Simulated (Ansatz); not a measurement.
The same ligand exchange along the group B, Al, Ga, In.

Computed with Ansatz on PBE0-D4/def2-TZVP structures; ΔE is electronic, products minus reactants. CCSD(T)/CBS is the MP2 limit (def2-TZVPP, def2-QZVPP) plus CCSD(T) − MP2 in def2-TZVPP, frozen cores. This one scheme is used for every species. Elements past krypton have def2 core potentials. For Br, Ga, In outer-core shells are correlated without core-valence functions, which leaves a few kJ/mol of doubt a bond. Scalar relativity is left out up to krypton. Each species was taken in one conformer, which may not be the lowest.

**Question.** Order these by ΔE at CCSD(T)/CBS, lowest first. (Estimate.)
A. `[OH][In]([Br])[Br]` + HCl → `[Cl][In]([Br])[Br]` + H₂O
B. `[OH][Al]([Br])[Br]` + HCl → `[Cl][Al]([Br])[Br]` + H₂O
C. `[OH][Ga]([Br])[Br]` + HCl → `[Cl][Ga]([Br])[Br]` + H₂O
D. `OB(Br)Br` + HCl → `ClB(Br)Br` + H₂O

**Answer.** A (-20.0 kcal/mol), C (-13.1 kcal/mol), B (-5.6 kcal/mol), D (+12.5 kcal/mol).

Largest T1 diagnostic: 0.012, for `[OH][In]([Br])[Br]`.
